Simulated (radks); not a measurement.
Valence configurations of Yb I (all share [Xe]). Calculated with a radial shooting solver on a logarithmic mesh with Libxc functionals: Dirac Kohn-Sham, PBE, spin-unpolarised, spherical densities, finite nucleus; open shells fill j = l - 1/2 first; Fermi nuclear charge, rms radius 5.3108 fm. Energies are relative to 4f14 6s2; eigenvalues in eV.

valence,E (eV),e(4f5/2),e(4f7/2),e(5d3/2),e(6p1/2),e(6p3/2)
4f14 6s2,0.000,-3.762,-2.446,-,-,-
4f13 6s2 6p1,5.147,-13.235,-11.843,-,-2.360,-
4f11 6s2 6p3,45.061,-36.547,-35.000,-,-4.402,-3.625
4f13 6s1 6p2,8.620,-14.464,-13.071,-,-2.846,-
4f12 5d2 6s2,13.853,-17.146,-15.681,-3.046,-,-
4f11 5d3 6s2,29.654,-24.688,-23.148,-4.085,-,-
4f10 5d1 6s2 6p3,71.521,-45.233,-43.611,-13.608,-4.504,-3.680
4f10 5d2 6s2 6p2,62.686,-40.700,-39.080,-10.570,-3.490,-
4f14 6s1 6p1,2.715,-5.118,-3.801,-,-1.895,-
4f10 5d2 6s1 6p3,68.034,-42.139,-40.519,-11.783,-4.109,-3.386

NIST lists [Xe] 4f14 6s2 as the ground configuration; this level of theory agrees among the configurations tried. The energies are those of spherical spin-averaged densities, not of single terms.
